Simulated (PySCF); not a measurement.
PySCF input for BH3N, SMILES N[BH], multiplicity 2, B3LYP/pcH-1. Geometry optimised at r2SCAN-D4/def2-TZVP. The isomer is the one that the SMILES or the coordinates give; other isomers of the formula were not compared.

```python
import numpy as np
from pyscf import gto, scf, dft
from pyscf.prop.hfc import uks as hfc
from pyscf.prop.gtensor import uks as gtensor

mol = gto.M(
    atom='''
    B     0.21786184    0.82957331    0.00000000
    N    -0.02940420   -0.52497838    0.00000000
    H    -0.62451009    1.67722123    0.00000000
    H    -0.95822664   -0.92869297    0.00000000
    H     0.69925693   -1.22154616    0.00000000
    ''',
    basis='pcH-1',
    charge=0,
    spin=1,
    max_memory=1600,
    verbose=3,
)
mf = dft.UKS(mol, xc='b3lyp')
mf.grids.level = 3
mf.conv_tol = 1e-10
mf.max_cycle = 100
mf.kernel()
fine, coarse = mf.grids, dft.Grids(mol).set(level=1).build(with_non0tab=True)
for _ in range(3):  # follow internal instabilities
    mf.grids = coarse
    mo, _, stable, _ = mf.stability(return_status=True, nroots=4)
    mf.grids = fine
    if stable:
        break
    mf.kernel(mf.make_rdm1(mo, mf.mo_occ))
A = hfc.HFC(mf).make_fcdip(mf.make_rdm1())  # Fermi contact and dipolar terms, MHz
print('atom   A(iso)/MHz   principal dipolar parts/MHz')
for i, a in enumerate(A):
    w = np.linalg.eigvalsh((a + a.T) / 2)
    print(f'{mol.atom_symbol(i):2s}{i + 1:3d} {w.mean():12.2f}', (w - w.mean()).round(2))
gt = gtensor.GTensor(mf)
gt.dia_soc2e, gt.para_soc2e, gt.so_eff_charge = None, None, True
gt.max_cycle_cphf = 60
g = gt.kernel()
```

It prints:

```

WARN: HOMO -0.154958462067386 >= LUMO -0.154958462067386

converged SCF energy = -81.3787416421916  <S^2> = 0.75206287  2S+1 = 2.0020618
<class 'pyscf.dft.uks.UKS'> wavefunction is stable in the internal stability analysis
atom   A(iso)/MHz   principal dipolar parts/MHz
B   1       431.26 [-42.25 -38.31  80.56]
N   2        11.39 [-3.72  0.48  3.24]
H   3        94.98 [-16.64  -3.9   20.55]
H   4        97.23 [-3.88 -2.32  6.2 ]
H   5        46.81 [-6.4  -5.16 11.56]
SOC(1e)/OZ [-9.72888916e-05 -1.03516932e-03  1.58305511e-04]
free electron g 2.00231930436182
g-tensor total [2.00216981 2.0012184  2.00238839]
g-shift (ppt) [-0.14949003 -1.10090188  0.06908783]
```

The calculation finished and met its thresholds.
